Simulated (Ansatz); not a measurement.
Born–Oppenheimer molecular dynamics of ClFH₄O₃Zr (10 atoms, charge 0, multiplicity 1). It starts at the highest image of a converged band, a first-order saddle point between two minima.

Method: RKS BLYP-D4/def2-SVP (Ansatz 0.2.0).

* ensemble: NVE (velocity Verlet)
* time step: 0.5 fs
* steps asked: 200
* starting velocities drawn for: 300 K
* seed: 5502

Frames 1 fs apart, positions in Å.

Velocities at 80 fs (Å/ps):

```
Zr 0.63 -1.23 0.46
Cl 0.61 2.50 -2.17
O -2.89 -4.22 2.45
H -2.84 -9.72 -3.69
O -3.20 2.44 3.28
H 26.64 -1.55 11.60
O 1.27 1.63 -4.75
H 9.27 -4.26 -9.56
F -1.82 2.25 1.21
H -0.40 -1.09 -1.81
```

```xyz
10
Properties=species:S:1:pos:R:3 time_fs=80 energy_less_start_eV=0.138 T=167
Zr 0.051 0.148 0.123
Cl 0.747 -0.354 2.534
O 1.771 -0.262 -0.637
H 1.964 -0.009 -1.566
O -0.749 1.365 -1.177
H -0.988 2.300 -1.232
O -1.313 -1.219 0.078
H -1.368 -2.198 0.136
F 0.466 2.140 1.346
H 0.718 1.529 2.137
10
Properties=species:S:1:pos:R:3 time_fs=81 energy_less_start_eV=0.147 T=159
Zr 0.051 0.147 0.124
Cl 0.748 -0.351 2.532
O 1.768 -0.267 -0.635
H 1.962 -0.020 -1.568
O -0.752 1.367 -1.174
H -0.962 2.301 -1.221
O -1.312 -1.218 0.074
H -1.359 -2.200 0.126
F 0.465 2.142 1.347
H 0.717 1.529 2.133
10
Properties=species:S:1:pos:R:3 time_fs=82 energy_less_start_eV=0.143 T=162
Zr 0.052 0.145 0.125
Cl 0.748 -0.349 2.530
O 1.766 -0.271 -0.633
H 1.962 -0.032 -1.568
O -0.755 1.369 -1.171
H -0.938 2.308 -1.213
O -1.311 -1.217 0.069
H -1.351 -2.197 0.117
F 0.463 2.144 1.349
H 0.714 1.531 2.124
10
Properties=species:S:1:pos:R:3 time_fs=83 energy_less_start_eV=0.132 T=172
Zr 0.052 0.144 0.125
Cl 0.749 -0.346 2.527
O 1.764 -0.276 -0.632
H 1.963 -0.045 -1.564
O -0.758 1.371 -1.167
H -0.915 2.323 -1.206
O -1.310 -1.217 0.064
H -1.343 -2.190 0.108
F 0.461 2.145 1.350
H 0.711 1.535 2.111
10
Properties=species:S:1:pos:R:3 time_fs=84 energy_less_start_eV=0.132 T=173
Zr 0.053 0.143 0.126
Cl 0.749 -0.343 2.525
O 1.762 -0.280 -0.632
H 1.967 -0.059 -1.559
O -0.761 1.373 -1.163
H -0.893 2.342 -1.201
O -1.309 -1.218 0.059
H -1.337 -2.182 0.099
F 0.460 2.147 1.352
H 0.707 1.539 2.098
10
Properties=species:S:1:pos:R:3 time_fs=85 energy_less_start_eV=0.140 T=165
Zr 0.053 0.143 0.127
Cl 0.750 -0.340 2.523
O 1.761 -0.285 -0.632
H 1.973 -0.074 -1.555
O -0.764 1.376 -1.159
H -0.871 2.359 -1.198
O -1.308 -1.219 0.053
H -1.333 -2.179 0.091
F 0.458 2.148 1.354
H 0.704 1.541 2.088
10
Properties=species:S:1:pos:R:3 time_fs=86 energy_less_start_eV=0.141 T=164
Zr 0.053 0.142 0.128
Cl 0.750 -0.338 2.521
O 1.761 -0.290 -0.633
H 1.983 -0.089 -1.554
O -0.767 1.379 -1.155
H -0.849 2.369 -1.196
O -1.307 -1.220 0.048
H -1.329 -2.181 0.083
F 0.456 2.150 1.355
H 0.703 1.540 2.082
10
Properties=species:S:1:pos:R:3 time_fs=87 energy_less_start_eV=0.125 T=180
Zr 0.053 0.141 0.129
Cl 0.751 -0.335 2.519
O 1.760 -0.296 -0.634
H 1.995 -0.104 -1.556
O -0.770 1.382 -1.151
H -0.826 2.370 -1.195
O -1.306 -1.221 0.043
H -1.327 -2.189 0.076
F 0.454 2.152 1.357
H 0.704 1.536 2.082
10
Properties=species:S:1:pos:R:3 time_fs=88 energy_less_start_eV=0.105 T=199
Zr 0.054 0.140 0.130
Cl 0.751 -0.332 2.518
O 1.760 -0.302 -0.635
H 2.011 -0.119 -1.560
O -0.773 1.387 -1.147
H -0.803 2.365 -1.195
O -1.306 -1.223 0.037
H -1.326 -2.199 0.070
F 0.452 2.154 1.357
H 0.706 1.530 2.087
10
Properties=species:S:1:pos:R:3 time_fs=89 energy_less_start_eV=0.096 T=207
Zr 0.054 0.140 0.131
Cl 0.752 -0.328 2.516
O 1.760 -0.307 -0.636
H 2.028 -0.135 -1.564
O -0.775 1.391 -1.142
H -0.780 2.357 -1.196
O -1.305 -1.225 0.032
H -1.327 -2.207 0.064
F 0.450 2.156 1.358
H 0.710 1.522 2.095
10
Properties=species:S:1:pos:R:3 time_fs=90 energy_less_start_eV=0.095 T=209
Zr 0.054 0.139 0.132
Cl 0.752 -0.325 2.514
O 1.761 -0.313 -0.638
H 2.046 -0.152 -1.566
O -0.778 1.396 -1.138
H -0.758 2.353 -1.198
O -1.305 -1.227 0.026
H -1.328 -2.211 0.058
F 0.448 2.158 1.359
H 0.713 1.514 2.103
10
Properties=species:S:1:pos:R:3 time_fs=91 energy_less_start_eV=0.086 T=217
Zr 0.054 0.139 0.133
Cl 0.753 -0.322 2.513
O 1.762 -0.320 -0.641
H 2.066 -0.170 -1.564
O -0.780 1.400 -1.133
H -0.737 2.356 -1.202
O -1.304 -1.231 0.020
H -1.331 -2.211 0.052
F 0.446 2.159 1.360
H 0.715 1.509 2.110
```

Of the whole run (100 fs, mean temperature of the second half 204 K): The conserved energy stayed within 0.054 meV per atom of its start (net change 0.029 meV per atom), so the integration is sound. A run of 0.1 ps of so small a system gives no equilibrium averages. The orbitals stay closed-shell, which can raise the energy where a bond breaks towards radicals; this wasn't checked here.

Time of the run: 5.4 min on 4 threads of Intel(R) Xeon(R) Platinum 8259CL CPU @ 2.50GHz (Skylake/Cascade Lake) (shared host), peak memory 0.21 GiB.
